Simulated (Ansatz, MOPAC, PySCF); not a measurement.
Dimer: HF (SMILES F) (first 2 atoms) with PH3 (SMILES P); geometry from B3LYP-D3(BJ)/def2-TZVP, rigid monomers moved along the line of their centres of mass till H2···P3 is 3.21 Å.
(charge 0, multiplicity 1):
```xyz
6

F     -1.4437    -0.2289    -0.2438
H     -0.9465    -0.0506     0.5332
P      0.7488     0.5601     3.1844
H      0.4315    -0.0580     4.4152
H      2.1343     0.2885     3.2470
H      0.8413     1.8697     3.7077
```

Monomers are frozen at their geometry in the pair; levels with a basis set take the counterpoise correction. Rows marked so take none.

Correlated levels freeze the cores. Rows in 6-31G* carry no dispersion term and start afresh at each structure (6-31G* with six Cartesian d functions). The state that PM7 reach isn't checked; PM7 holds dispersion and hydrogen-bond terms.

Programs: Ansatz (Gaussian basis) for Hartree–Fock, density functionals and correlated methods; MOPAC for PM7 (differences of heats of formation); PySCF for 6-31G* rows. 

Question: Estimate the interaction energy that M06-2X/6-31G* (no counterpoise) returns for this input.

Answer: -135 meV

Question: Predict the interaction energy from PM7.

Answer: -4 meV

Question: What is the computed interaction energy (MP2/aug-cc-pV(T+d)Z)?

Answer: -118 meV

Ansatz is a program for electronic structure.
